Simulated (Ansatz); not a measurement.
**Exact exchange and the HOMO–LUMO gap of CH4Se**

The species is CH4Se (6 atoms), meant as a singlet with charge 0. SMILES: `C[SeH]`. The coordinates come from a PBE0-D4/def2-TZVP relaxation.

The HOMO–LUMO gap y, in eV, basis def2-SVPD; a is the functional's share of exact exchange. Programs: Ansatz 0.2.0.

```
functional  program     a  y (eV)
    revPBE   Ansatz     0    4.41
       PBE   Ansatz     0    4.41
     B3LYP   Ansatz   0.2    5.87
   r2SCAN0   Ansatz  0.25    6.83
      PBE0   Ansatz  0.25       ?
     BHLYP   Ansatz   0.5    8.03
```

Q: Fit y = c + s·a to the known rows and predict PBE0.

A: 
1. Means of the 5 rows: a = 0.1900, y = 5.910.
2. Σ(Δa)² = 0.172, Σ(Δa·Δy) = 1.282, so the slope is 1.282/0.172 = 7.4535.
3. Intercept: 5.910 − (7.4535) × 0.1900 = 4.494. The largest residual of the fit is 0.47.
4. PBE0: 4.494 + (7.4535) × 0.25 = 6.36 eV.

The run gave 6.37 eV, so the prediction is off by -0.01 eV, within the scatter of the fit. Exact exchange lowers occupied levels and raises empty ones.
